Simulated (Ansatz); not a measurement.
`COB[SiH3]` + H–F → `COBF` + SiH₄ at 400 K and 1 bar (cleavage of the B–Si bond).

Isolated molecules relaxed with PBE0-D4/def2-TZVP in Ansatz; ΔE leaves out vibrations. CCSD(T)/CBS adds triple-zeta CCSD(T) − MP2 to the extrapolated MP2 energy (def2 sets, frozen cores). This one scheme is used for every species. Each species was taken in one conformer, which may not be the lowest.

| species | CCSD(T)/CBS energy (Eh) | H − E (kJ/mol) | S (J/(mol·K)) |
| --- | --- | --- | --- |
| `COB[SiH3]` | -431.31805 | 241.0 | 365.9 |
| H–F | -100.39570 | 36.5 | 182.2 |
| `COBF` | -240.31409 | 176.8 | 313.5 |
| SiH₄ | -291.46306 | 96.9 | 218.6 |

H − E and S are ideal-gas, rigid-rotor, harmonic terms from PBE0-D4/def2-TZVP, for one conformer and one mirror image of each species. 1 Eh = 2625.50 kJ/mol, R = 8.31446 J/(mol·K).

**Question.** By hand: ΔE, ΔH, ΔS and ΔG.

**Answer.** ΔE = (-240.31409) + (-291.46306) − (-431.31805) − (-100.39570) = -0.06340 Eh = -166.5 kJ/mol. Δ(H − E) = 176.8 + 96.9 − 241.0 − 36.5 = -3.8, so ΔH = -170.3 kJ/mol. ΔS = 313.5 + 218.6 − 365.9 − 182.2 = -16.0 J/(mol·K). ΔG = -170.3 − 400 × (-16.0)/1000 = -163.9 kJ/mol.

**Question.** By hand: the equilibrium constant, and the temperature at which ΔG would vanish if ΔH and ΔS stayed fixed.

**Answer.** log₁₀ K = −ΔG/(RT ln 10) = 21.4. ΔG = 0 at ΔH/ΔS = 10644 K, far beyond where these terms or the molecules hold.

ΔH outweighs TΔS. A doubt of 5 kJ/mol in ΔE shifts log₁₀ K by 0.7 here. Other conformers and mirror images would add mixing entropy, several J/(mol·K) or more a flexible species. These are equilibria of isolated gas molecules and say nothing of rates. Largest T1 diagnostic: 0.014 (customary marks: 0.02 for closed shells, 0.045 for open ones).
